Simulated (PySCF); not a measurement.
Compound: C4H12Si2.
Structure used (GFN2-xTB), in Å, numbered top down from 1:
```
atom  x, y, z in Å
C1    -1.354   -1.732   -0.098
Si2   -0.457   -0.055   -0.068
C3    -1.686    1.369   -0.350
C4     0.705    0.193    1.449
Si5    2.261    0.273    0.332
C6     1.112    0.024   -1.182
H7    -2.112   -1.787    0.677
H8    -0.657   -2.549    0.061
H9    -1.846   -1.897   -1.051
H10   -1.179    2.328   -0.335
H11   -2.452    1.386    0.418
H12   -2.185    1.273   -1.310
H13    0.706   -0.628    2.161
H14    0.519    1.097    2.022
H15    2.959    1.561    0.358
H16    3.221   -0.813    0.548
H17    1.125    0.844   -1.894
H18    1.312   -0.880   -1.751
```

Definitions: NICS(0) = −σiso at the ring centroid; NICS(1) = −σiso and NICS(1)zz = −σzz at ±1 Å along the ring normal z. Level: GIAO PBE0/pcSseg-1 (PySCF, non-relativistic, gas phase) on the GFN2-xTB geometry, one conformer.

Ring bond lengths (Å), with Mayer bond orders in brackets: Si2–C4 1.926 (0.89), C4–Si5 1.917 (0.92), Si5–C6 1.917 (0.92), C6–Si2 1.926 (0.89).

Task: Give the NICS values of each ring in ppm.

Result: 
```json
{"ring": "Si2–C4–Si5–C6", "type": "4-membered ring with 2 Si; formal bonds all single", "NICS(0)": "0.5", "NICS(1), two faces": "-0.9 / -0.9", "NICS(1)zz, two faces": "5.3 / 5.2", "rms pucker (Å)": "0.00", "centre to ring atoms, mean (Å)": "1.36"}
```

Task: What do they say, and how far can they be read as aromaticity?

Result: 
- Si2–C4–Si5–C6: mean NICS(1)zz 5.3 ppm, deshielded. Si2, C4, Si5, C6 have four or more neighbours; no verdict on aromaticity is drawn.

Task: At the second NICS(1) probe listed for ring Si2–C4–Si5–C6, 1 Å off the ring, what do the in-plane components average?

Result: The isotropic value is a third of the trace: (3 × -0.9 − (5.2))/2 = -4.0 ppm.

Task: How shielded are the nuclei of the rings and their hydrogens (means over atoms taken as equivalent)?

Result: 
```tsv
atoms	environment	σ isotropic (ppm)
Si2	four-coordinate silicon	333.0
C4 (×2)	sp3 carbon bound to silicon	185.8
Si5	SiH2 silicon	394.3
H13 (×4)	methylene hydrogen	31.25
H15 (×2)	Si–H hydrogen	26.96
```
